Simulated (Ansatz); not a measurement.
C2H8GaN (`C[NH][GaH][CH3]`), 12 atoms. Charge 0, multiplicity 1. Correlated methods include outer-core shells of Ga, which these sets cover unevenly. Scalar relativity is left out up to krypton. All runs use 4 threads of an AMD EPYC 7B13 on a shared host. Correlated methods freeze the cores.

(1) Give the basis size and wall time and peak host memory of each of these runs in Ansatz. direct RPA on PBE orbitals/def2-TZVPP energy; RKS PBE0-D4/def2-TZVP frequencies; RKS BHLYP-D4/def2-TZVPP energy; RKS ωB97M-V/def2-TZVPP energy and forces; RHF-CCSD(T)/def2-SVP energy; RKS r2SCANh-D4/def2-TZVPP energy; RKS ωB97M-V/def2-SVP energy; RKS PBE0-D4/def2-QZVPP energy; RKS PBE0-D4/def2-SVP energy; RKS PBE-QIDH (frozen core)/def2-TZVPP energy; RHF-CCSD(T)/def2-TZVPP energy; RKS PBE0-D4/def2-TZVP relaxation (32 steps). (An estimate is asked.)

## Answers

(1) The calculation gave: Other jobs shared the machine, so times are rough.

```
                                level                    job  functions  wall time  peak host memory (GiB)
                 RKS PBE0-D4/def2-SVP                 energy        114      0.9 s                    0.28
              RKS BHLYP-D4/def2-TZVPP                 energy        253      2.5 s                    0.68
                 RKS ωB97M-V/def2-SVP                 energy        114      3.1 s                    0.39
            RKS r2SCANh-D4/def2-TZVPP                 energy        253      3.9 s                    0.68
RKS PBE-QIDH (frozen core)/def2-TZVPP                 energy        253      4.3 s                    0.68
direct RPA on PBE orbitals/def2-TZVPP                 energy        253      4.4 s                    0.68
                 RHF-CCSD(T)/def2-SVP                 energy        114      5.5 s                    0.61
               RKS PBE0-D4/def2-QZVPP                 energy        500        7 s                     1.9
               RKS ωB97M-V/def2-TZVPP      energy and forces        253        8 s                    0.95
                RKS PBE0-D4/def2-TZVP  relaxation (32 steps)        189       76 s                    0.52
               RHF-CCSD(T)/def2-TZVPP                 energy        253    2.1 min                     5.7
                RKS PBE0-D4/def2-TZVP            frequencies        189    2.4 min                    0.53
```
